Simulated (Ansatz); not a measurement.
A run for Ansatz (a first-principles code): R-wB97X-V/def2-TZVPPD on C2H10Si (a complex), monomers drawn apart or pushed together. Files ending in .json are basis or fitting sets from the Basis Set Exchange.

Ansatz 0.2 input:
```yaml
crystal:
  periodic: [false, false, false]
  atoms:
    - {symbol: C, position_ang: [-0.08744108, 0.01240354, 0.32097134]}
    - {symbol: H, position_ang: [-0.33357381, -0.40106950, -0.65602036]}
    - {symbol: H, position_ang: [0.57247743, -0.67456127, 0.84870774]}
    - {symbol: H, position_ang: [0.41208120, 0.97190498, 0.19233665]}
    - {symbol: H, position_ang: [-1.00193496, 0.15110197, 0.89594749]}
    - {symbol: C, position_ang: [0.63506860, 1.13377546, 5.54306324]}
    - {symbol: Si, position_ang: [-0.16808375, -0.54628343, 5.76620196]}
    - {symbol: H, position_ang: [0.72224171, 1.38481109, 4.48516625]}
    - {symbol: H, position_ang: [1.63589955, 1.14620224, 5.97852025]}
    - {symbol: H, position_ang: [0.04571511, 1.91320492, 6.02948317]}
    - {symbol: H, position_ang: [-1.52926662, -0.56017829, 5.17764585]}
    - {symbol: H, position_ang: [-0.28202797, -0.88108345, 7.20716767]}
    - {symbol: H, position_ang: [0.63497686, -1.60415843, 5.10626775]}
basis:
  gaussian:
    orbitals: def2-TZVPPD.json
hamiltonian:
  xc: {name: wB97X-V}
scf: {lower_state_search: off}
```

The head of its log:

```
WARN ansatz: RAYON_NUM_THREADS=2 ignored (pool sized by the plan → 2); use --threads N
Functional definition: wB97X-V
these checks for a lower state are left out or cut short: stability, starts, cluster_reference, orbital_swaps, neighbouring_geometries, increment
integrals: 0.25 GiB planned
1253 factors; their error is unknown
integrals: 0.29 GiB planned
424 factors; integrals over basis functions are off by at most 2.1e-5 eV
mean field: 2.16 GiB planned
mean field evaluation 1: about -10109.9071 eV, gradient 4.4e1 eV
mean field evaluation 2: about -10112.1076 eV, gradient 3.0e1 eV
```

Predict the final total energy.

-371.6899 hartree.
